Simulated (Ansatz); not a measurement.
A search over several starts for the lowest SCF solution of TaS3⁻ at the given spin, in a small basis.

```yaml
crystal:
  periodic: [false, false, false]
  atoms:
    - {symbol: Ta, position_ang: [0.155690, 0.003740, 0.018445]}
    - {symbol: S, position_ang: [-0.080463, 2.259282, -0.215219]}
    - {symbol: S, position_ang: [-0.272165, -0.954690, 2.042331]}
    - {symbol: S, position_ang: [0.196947, -1.308342, -1.845557]}
basis:
  gaussian: {orbitals: def2-SVP, initial_orbitals: start.molden}
total_charge: -1
magnetization: {spin_polarized: true, initial_magnetization: 2}
hamiltonian: {xc: pbe0, dispersion: d4}
output: {orbitals: {seedname: orbitals}}
```

The file start.molden holds the orbitals of an earlier run on this structure, at another level or in another basis.

```sh
$ ansatz run in.yaml --threads 4 --pin off --events-out ev --progress --plain --max-ram 3916MiB
```

Shortened log:

```
Functional definition: PBE0
791 factors; integrals over basis functions are off by at most 1.0e-3 eV
mean field evaluation 1: about -34040.5548 eV, gradient 2.0e1 eV
mean field evaluation 2: about -34040.6939 eV, gradient 4.7e-1 eV
mean field evaluation 4: about -34040.7637 eV, gradient 1.4e-2 eV
mean field evaluation 8: about -34040.7637 eV, gradient 1.9e-5 eV
mean field evaluation 16: about -34040.7626 eV, gradient 2.5e-1 eV
mean field evaluation 32: about -34040.1863 eV, gradient 4.9e0 eV
mean field -34040.76365149 eV, -1250.9749905340 hartree, gradient 1.9e-5 eV, S^2 2.022971; 7 other end points of the search recorded, 0 dependent functions left out
reference -34040.76368616 eV, -1250.9749918079 hartree; 32, 30 occupied and 54, 56 virtual orbitals, 791 factors
Total energy: -34040.92305913 eV, -1250.9808486567 hartree
```

It took 3.9 s on 4 threads of Arm Neoverse V1 on a shared host.

In the def2 sets Ta takes a core potential; there is no spin–orbit coupling. At PBE0-D4/def2-TZVPD a singlet of charge -1 lies 0.80 eV below the triplet, each at its own geometry. The structure comes from a short search, and lower isomers may exist.
